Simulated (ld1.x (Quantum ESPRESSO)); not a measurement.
# molybdenum: one change to a TM potential, before and after

molybdenum (Mo), norm-conserving Troullier–Martins (Kleinman–Bylander form), made with ld1.x (Quantum ESPRESSO) 7.5 (PBEsol, scalar-relativistic). Core [Kr], reference 4d5 5s1 5p0. Waves: 5s (bound): rc 2.90 bohr; 4d (bound): rc 2.50 bohr; 4f channel at 0.05 Ry: rc 3.10 bohr; 5p (bound, empty): rc 2.75 bohr. Local part: the p channel. Core correction: none.

All-electron outer shells of the reference configuration (PBEsol, scalar-relativistic, ld1.x):

```json
{"shell": "4s", "level (eV)": "-64.30", "outermost node (bohr)": "0.51", "outermost maximum (bohr)": "0.99"}
{"shell": "4p", "level (eV)": "-38.46", "outermost node (bohr)": "0.52", "outermost maximum (bohr)": "1.06"}
{"shell": "5s", "level (eV)": "-4.12", "outermost node (bohr)": "1.34", "outermost maximum (bohr)": "2.93"}
{"shell": "4d", "level (eV)": "-3.77", "outermost node (bohr)": "0.53", "outermost maximum (bohr)": "1.38"}
{"shell": "5p", "level (eV)": "-1.01", "outermost node (bohr)": "1.54", "outermost maximum (bohr)": "4.05"}
```

Change: wave 4d (bound): rc 2.50 bohr becomes 4d (bound): rc 2.44 bohr.

Cutoffs: the cutoffs (Ry, on a coarse ladder) from which the occupation-weighted sum of valence levels, in a spherical-Bessel basis at the reference potential, stays within 10 and 1 mRy of its value at 400 Ry; they do not see the model core or the augmentation charge, which bear on the density cutoff. Errors are all-electron minus pseudo energies relative to the spin-unpolarised reference configuration.

Q: What does the change do?

A: The potential gets harder (30 Ry and 35 Ry → 35 Ry and 40 Ry); both files keep a bound ghost (s); of the 7 tests that both files solve, the error grows in 1 and shrinks in 0 by more than 15 % and 0.3 meV (median size 102.4 → 103.1 meV). A smaller radius makes the pseudo-wave follow the all-electron one further in, where it bends more sharply, so more plane waves are needed.

| quantity | base | changed |
| --- | --- | --- |
| cutoff, loose | 30 Ry | 35 Ry |
| cutoff, tight | 35 Ry | 40 Ry |
| bound ghosts | s | s |
| error for 4d5 5s0 5p0, meV [ΔE 6.90 eV] | -1.7 | -2.2 |
| error for 4d4 5s0 5p0, meV [ΔE 22.36 eV] | -102 | -103 |
| error for 4d3 5s0 5p0, meV [ΔE 49.08 eV] | -407 | -417 |
| error for 4d4 5s2 5p0, meV [ΔE 0.18 eV] | -86 | -89 |
| error for 4d5.5 5s0.5 5p0, meV [ΔE 0.29 eV] | -17 | -17 |
| error for 4d2 5s0 5p0, meV [ΔE 88.56 eV] | -666 | -705 |
| error for 4d4 5s1 5p0, meV [ΔE 8.08 eV] | -110 | -111 |
| s: phases at 3.34 bohr within 0.05 rad from the reference energy up to (Ry; the scan ends near 5) | 1.8 | 1.8 |
| p: phases at 3.34 bohr within 0.05 rad from the reference energy up to (Ry; the scan ends near 5) | 1.1 | 1.1 |
| d: phases at 3.34 bohr within 0.05 rad from the reference energy up to (Ry; the scan ends near 5) | 0.5 | 0.5 |
| f: phases at 3.34 bohr within 0.05 rad from the reference energy up to (Ry; the scan ends near 5) | 1.1 | 1.1 |

Changed file: These tests converged, but a pseudo level misses the all-electron one widely, so the file describes the atom poorly there or has found another state: 4d3 5s0 5p0: empty 5s by 4.9 eV. A true bound ghost makes a file unfit for plane-wave use even where its test errors are small: the radial tests pick states by their node count and pass the ghost by.
